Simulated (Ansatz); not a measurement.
Input and output for C$_{3}$H$_{7}$FSi (`FC/C=C/[SiH3]`).

```yaml
crystal:
  periodic: [false, false, false]
  atoms:
    - {symbol: F, position_ang: [-1.419317, 2.159490, 0.490417]}
    - {symbol: C, position_ang: [-0.606053, 1.456592, 1.347901]}
    - {symbol: C, position_ang: [0.028116, 0.285412, 0.685878]}
    - {symbol: C, position_ang: [-0.148887, -0.068298, -0.584065]}
    - {symbol: Si, position_ang: [0.677975, -1.545522, -1.341072]}
    - {symbol: H, position_ang: [0.161898, 2.142494, 1.726842]}
    - {symbol: H, position_ang: [-1.213497, 1.129712, 2.201112]}
    - {symbol: H, position_ang: [0.679321, -0.292424, 1.341343]}
    - {symbol: H, position_ang: [-0.811372, 0.549266, -1.187530]}
    - {symbol: H, position_ang: [1.536011, -1.146695, -2.489595]}
    - {symbol: H, position_ang: [1.520090, -2.207093, -0.308447]}
    - {symbol: H, position_ang: [-0.327386, -2.518133, -1.848684]}
basis:
  gaussian: {orbitals: cc-pVTZ, final_grid: {core_spheres: 5, valence_spheres: 4, degree: 11}}
hamiltonian: {xc: {name: rPW86-PBE}, dispersion: d3bj}
accuracy: high
output: {forces: true}
```

```sh
$ ansatz run in.yaml --threads 4 --pin off --events-out ev --progress --plain --max-ram 10444MiB
```

It prints (some lines left out):

```
Functional definition: rPW86-PBE
4543 factors; integrals over basis functions are off by at most 1.9e-8 eV
mean field evaluation 1: about -13831.1804 eV, gradient 6.5e1 eV
mean field evaluation 2: about -13814.8943 eV, gradient 9.9e1 eV
mean field evaluation 4: about -13841.1803 eV, gradient 6.6e0 eV
mean field evaluation 8: about -13841.2735 eV, gradient 1.7e0 eV
mean field evaluation 16: about -13841.2784 eV, gradient 8.2e-4 eV
mean field -13841.27842616 eV, -508.6576002060 hartree, gradient 4.9e-8 eV, S^2 0.000000; 0 other end points of the search recorded, 0 dependent functions left out
reference -13841.27845002 eV, -508.6576010829 hartree; 24, 24 occupied and 228, 228 virtual orbitals, 4543 factors
Total energy: -13841.51717171 eV, -508.6663739430 hartree
Atom 0 at    -1.419317     2.159490     0.490417 Å, force    -0.705537     0.641405    -0.676856 eV/Å
Atom 1 at    -0.606053     1.456592     1.347901 Å, force     0.343439    -0.208238     0.552093 eV/Å
Atom 2 at     0.028116     0.285412     0.685878 Å, force    -0.014100     0.059007     0.083940 eV/Å
Atom 3 at    -0.148887    -0.068298    -0.584065 Å, force     0.047860    -0.172606    -0.228980 eV/Å
Atom 4 at     0.677975    -1.545522    -1.341072 Å, force     0.047122    -0.083863    -0.041992 eV/Å
Atom 5 at     0.161898     2.142494     1.726842 Å, force     0.149765     0.018389     0.107925 eV/Å
Atom 6 at    -1.213497     1.129712     2.201112 Å, force    -0.002049    -0.093317     0.160150 eV/Å
Atom 7 at     0.679321    -0.292424     1.341343 Å, force     0.078976    -0.124503    -0.036105 eV/Å
Atom 8 at    -0.811372     0.549266    -1.187530 Å, force    -0.069125     0.148194     0.115732 eV/Å
Atom 9 at     1.536011    -1.146695    -2.489595 Å, force     0.089237     0.019720    -0.081277 eV/Å
Atom 10 at     1.520090    -2.207093    -0.308447 Å, force     0.103731    -0.106947     0.072072 eV/Å
Atom 11 at    -0.327386    -2.518133    -1.848684 Å, force    -0.069317    -0.097242    -0.026701 eV/Å
Dipole moment:     0.109568    -0.003636     0.310004 e Å
```

Hardware: 4 threads of an Arm Neoverse V1 on a shared host. Wall time 17 s, peak host memory 1.6 GiB.
